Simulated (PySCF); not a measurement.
Isomers of C5H14OSSi2, mass 178.030 u with the commonest isotopes. Computed with PBE0/pcSseg-1 in PySCF (dipole) on a GFN2-xTB geometry, gas phase. One conformer each, none proved a minimum here; rigid rotors.

Problem. Order these by dipole moment, smallest first.
A. `[CH3:1][SiH2:2][O:3][C@@H:4]1[C@@H:5]([CH3:6])[Si@H:7]1[S:8][CH3:9]` with C1–Si2–O3–C4 -57°, Si2–O3–C4–C5 159°, C5–Si7–S8–C9 -86°
B. `[CH3:1][S:2][SiH2:3][CH2:4][C@H:5]([SiH3:6])[C:7]([CH3:8])=[O:9]` with C1–S2–Si3–C4 177°, S2–Si3–C4–C5 152°, Si3–C4–C5–Si6 148°, C4–C5–C7–C8 -179°
C. `[CH3:1][O:2][C@@H:3]1[SiH2:4][C@H:5]([CH3:6])[Si@H:7]1[S:8][CH3:9]` with C1–O2–C3–Si4 -76°, C5–Si7–S8–C9 167°
D. `[CH3:1][S:2][SiH2:3][SiH2:4][C:5]([CH3:6])([CH3:7])[CH:8]=[O:9]` with C1–S2–Si3–Si4 -172°, S2–Si3–Si4–C5 -55°, Si3–Si4–C5–C6 -163°, Si4–C5–C8–O9 37°
E. `[CH3:1][CH:2]([CH3:3])[O:4]/[CH:5]=[CH:6]\[SiH2:7][S:8][SiH3:9]` with C1–C2–O4–C5 156°, C2–O4–C5–C6 -176°, C5–C6–Si7–S8 -85°, C6–Si7–S8–Si9 52°

Solution. C (1.34 D), A (1.67 D), D (2.05 D), E (4.75 D), B (5.12 D).

Problem. Order these by radius of gyration √(Σ m r²/M), smallest first.
A. `[CH3:1][CH:2]([CH3:3])[O:4]/[CH:5]=[CH:6]\[SiH2:7][S:8][SiH3:9]` with C1–C2–O4–C5 156°, C2–O4–C5–C6 -176°, C5–C6–Si7–S8 -85°, C6–Si7–S8–Si9 52°
B. `[CH3:1][S:2][SiH2:3][SiH2:4][C:5]([CH3:6])([CH3:7])[CH:8]=[O:9]` with C1–S2–Si3–Si4 -172°, S2–Si3–Si4–C5 -55°, Si3–Si4–C5–C6 -163°, Si4–C5–C8–O9 37°
C. `[CH3:1][S:2][SiH2:3][CH2:4][C@H:5]([SiH3:6])[C:7]([CH3:8])=[O:9]` with C1–S2–Si3–C4 177°, S2–Si3–C4–C5 152°, Si3–C4–C5–Si6 148°, C4–C5–C7–C8 -179°
D. `[CH3:1][SiH2:2][O:3][C@@H:4]1[C@@H:5]([CH3:6])[Si@H:7]1[S:8][CH3:9]` with C1–Si2–O3–C4 -57°, Si2–O3–C4–C5 159°, C5–Si7–S8–C9 -86°

Solution. B (2.406 Å), A (2.486 Å), D (2.611 Å), C (2.721 Å).

Problem. Order these by rotational constant B, smallest first.
A. `[CH3:1][S:2][SiH2:3][CH2:4][C@H:5]([SiH3:6])[C:7]([CH3:8])=[O:9]` with C1–S2–Si3–C4 177°, S2–Si3–C4–C5 152°, Si3–C4–C5–Si6 148°, C4–C5–C7–C8 -179°
B. `[CH3:1][O:2][C@@H:3]1[SiH2:4][C@H:5]([CH3:6])[Si@H:7]1[S:8][CH3:9]` with C1–O2–C3–Si4 -76°, C5–Si7–S8–C9 167°
C. `[CH3:1][SiH2:2][O:3][C@@H:4]1[C@@H:5]([CH3:6])[Si@H:7]1[S:8][CH3:9]` with C1–Si2–O3–C4 -57°, Si2–O3–C4–C5 159°, C5–Si7–S8–C9 -86°
D. `[CH3:1][CH2:2]/[CH:3]=[C:4](\[SiH2:5][SiH3:6])[S@@:7]([CH3:8])=[O:9]` with C1–C2–C3–C4 123°, C3–C4–Si5–Si6 127°, C3–C4–S7–C8 96°
E. `[CH3:1][S:2][SiH2:3][SiH2:4][C:5]([CH3:6])([CH3:7])[CH:8]=[O:9]` with C1–S2–Si3–Si4 -172°, S2–Si3–Si4–C5 -55°, Si3–Si4–C5–C6 -163°, Si4–C5–C8–O9 37°
F. `[CH3:1][CH:2]([CH3:3])[O:4]/[CH:5]=[CH:6]\[SiH2:7][S:8][SiH3:9]` with C1–C2–O4–C5 156°, C2–O4–C5–C6 -176°, C5–C6–Si7–S8 -85°, C6–Si7–S8–Si9 52°

Solution. A (461.2 MHz), C (539.6 MHz), E (583.7 MHz), F (615.6 MHz), D (663.0 MHz), B (765.9 MHz).

| SMILES | point group | Ia (u·Å²) | Ib (u·Å²) | Ic (u·Å²) | κ | μa (D) | μb (D) | μc (D) |
| --- | --- | --- | --- | --- | --- | --- | --- | --- |
| CC(C)O/C=C\[SiH2]S[SiH3] | C1 | 371.00 | 820.98 | 1009.18 | -0.73 | 4.64 | 0.44 | 0.88 |
| C[SiH2]O[C@@H]1[C@@H](C)[Si@H]1SC | C1 | 325.97 | 936.64 | 1165.16 | -0.81 | 1.29 | 0.26 | 1.03 |
| CS[SiH2]C[C@H]([SiH3])C(C)=O | C1 | 250.83 | 1095.77 | 1289.24 | -0.91 | 4.98 | 0.77 | 0.91 |
| CS[SiH2][SiH2]C(C)(C)C=O | C1 | 282.73 | 865.85 | 912.32 | -0.95 | 2.03 | 0.07 | 0.26 |
| CC/C=C(\[SiH2][SiH3])[S@@](C)=O | C1 | 396.06 | 762.29 | 1014.78 | -0.58 | 4.46 | 1.06 | 0.65 |
| CO[C@@H]1[SiH2][C@H](C)[Si@H]1SC | C1 | 454.05 | 659.89 | 974.39 | -0.17 | 0.90 | 0.95 | 0.26 |
